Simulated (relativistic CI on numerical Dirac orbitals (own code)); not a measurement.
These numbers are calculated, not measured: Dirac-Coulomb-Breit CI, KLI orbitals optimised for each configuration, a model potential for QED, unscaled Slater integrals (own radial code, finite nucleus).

CI space (outside the closed core [Ne]): 3s2.3p6.3d8, 3s2.3p5.3d9, 3s2.3p4.3d10, 3s.3p6.3d9, 3p6.3d10, 3s.3p5.3d10, 3s2.3p6.3d7.4s, 3s2.3p6.3d7.4p, 3s2.3p4.3d9.4s, 3s2.3p6.3d7.4d, 3s2.3p4.3d9.4p, 3s2.3p5.3d8.4s, 3s2.3p6.3d7.4f, 3s2.3p4.3d9.4d, 3s.3p5.3d9.4s, 3s2.3p5.3d8.4p, 3s.3p5.3d9.4p, 3s2.3p6.3d6.4s2, 3s2.3p5.3d8.4d, 3s.3p5.3d9.4d, 3s.3p6.3d8.4s, 3p6.3d9.4s, 3s2.3p6.3d6.4s.4p, 3s2.3p5.3d8.4f, 3s2.3p6.3d7.5s, 3p6.3d9.4p, 3s.3p6.3d8.4p, 3s2.3p6.3d6.4p2, 3s2.3p6.3d6.4s.4d, 3s2.3p6.3d7.5p, 3s2.3p5.3d7.4s2, 3s2.3p6.3d7.5d, 3p6.3d9.4d, 3s2.3p6.3d6.4p.4d, 3s.3p6.3d8.4d, 3s2.3p6.3d7.5f. Levels of other configurations are missing.

At this charge energies of transitions that change n are usually good to better than 1 %, and those within a shell (Δn = 0) to a few per cent.

Outline of the computed level scheme of Hf XLVII. Lowest level of each configuration: 3s2.3p6.3d8 3F_4 at 0.00 eV; 3s2.3p5.3d9 3F°_4 at 406.56 eV; 3s2.3p4.3d10 3P_2 at 840.92 eV; 3s.3p6.3d9 3D_3 at 916.20 eV; 3s.3p5.3d10 3P°_2 at 1325.68 eV; 3s2.3p6.3d7.4s 5F_5 at 1542.81 eV.

Some strong electric-dipole decays among the lowest 45 levels: 3s2.3p4.3d10 1D_2 → 3s2.3p5.3d9 3F°_3 (4.0e+12 s⁻¹); 3s2.3p5.3d9 1F°_3 → 3s2.3p6.3d8 1G_4 (4.0e+12 s⁻¹); 3s.3p6.3d9 3D_3 → 3s2.3p5.3d9 3F°_4 (2.3e+12 s⁻¹); 3s2.3p4.3d10 1D_2 → 3s2.3p5.3d9 1F°_3 (1.9e+12 s⁻¹); 3s.3p6.3d9 1D_2 → 3s2.3p5.3d9 3F°_3 (1.8e+12 s⁻¹); 3s2.3p5.3d9 3D°_3 → 3s2.3p6.3d8 3F_4 (1.8e+12 s⁻¹); 3s2.3p5.3d9 3P°_2 → 3s2.3p6.3d8 3P_2 (1.8e+12 s⁻¹); 3s.3p5.3d10 3P°_2 → 3s2.3p4.3d10 3P_2 (1.7e+12 s⁻¹).

LS names give the leading component of a level, which can be under half, so a name can repeat, a term be missing and a line seem to break the LS rules.
